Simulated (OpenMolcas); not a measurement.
## SnSiH6O: a line through the functionals

SnSiH6O: 9 atoms, total charge 0, spin state singlet. As SMILES, `[SiH3][O][SnH3]`. The coordinates come from a PBE0-D4/def2-TZVP relaxation.

The HOMO–LUMO gap y, in eV, basis def2-SVP with a core potential; a is the functional's share of exact exchange. Programs: OpenMolcas 26.06.

| functional | program | a | y (eV) |
| --- | --- | --- | --- |
| BLYP | OpenMolcas | 0 | 5.36 |
| PBE | OpenMolcas | 0 | 5.35 |
| B3LYP | OpenMolcas | 0.2 | 7.21 |
| PBE0 | OpenMolcas | 0.25 | ? |
| BHLYP | OpenMolcas | 0.5 | 9.90 |

Q: Fit y = c + s·a to the known rows and predict PBE0.

A: 
1. Means of the 4 rows: a = 0.1750, y = 6.955.
2. Σ(Δa)² = 0.1675, Σ(Δa·Δy) = 1.5235, so the slope is 1.5235/0.1675 = 9.0955.
3. Intercept: 6.955 − (9.0955) × 0.1750 = 5.363. The largest residual of the fit is 0.028.
4. PBE0: 5.363 + (9.0955) × 0.25 = 7.64 eV.

The run gave 7.67 eV, so the prediction is off by -0.03 eV, about the largest residual. Exact exchange lowers occupied levels and raises empty ones.
